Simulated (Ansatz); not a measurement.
C4H8BF (`C=CB(F)CC`) at its PBE0-D4/def2-TZVP geometry, where that method's forces vanish. Charge 0, multiplicity 1.

```xyz
14

C    -0.7655   -0.9513    2.3343
C    -0.6405   -0.5567    1.0661
B     0.6499    0.1341    0.5469
F     1.6383    0.3220    1.4320
C     0.9099    0.6328   -0.9133
C    -0.2060    0.4259   -1.9285
H     0.0395   -0.7990    3.0475
H    -1.6615   -1.4359    2.7115
H    -1.4738   -0.7313    0.3892
H     1.1779    1.6966   -0.8461
H     1.8368    0.1516   -1.2557
H    -0.4520   -0.6331   -2.0418
H    -1.1218    0.9406   -1.6263
H     0.0688    0.8036   -2.9158
```

Q: What forces (eV/Å) does B3LYP-D4/def2-TZVPP give on these atoms in Ansatz? (An estimate is asked.)

A: The calculation gave: 
```
C1  -0.033 -0.058  0.167
C2  -0.034  0.016 -0.117
B3  -0.155 -0.038 -0.108
F4   0.163  0.033  0.140
C5   0.196  0.058  0.096
C6  -0.163 -0.023 -0.172
H7  -0.075 -0.021 -0.040
H8   0.067  0.032 -0.016
H9   0.059  0.012  0.049
H10 -0.011 -0.040 -0.016
H11 -0.038  0.024  0.001
H12  0.005  0.051 -0.002
H13  0.038 -0.027 -0.022
H14 -0.020 -0.019  0.039
```

B3LYP here is the variant with VWN-RPA as its local correlation; programs differ in this.
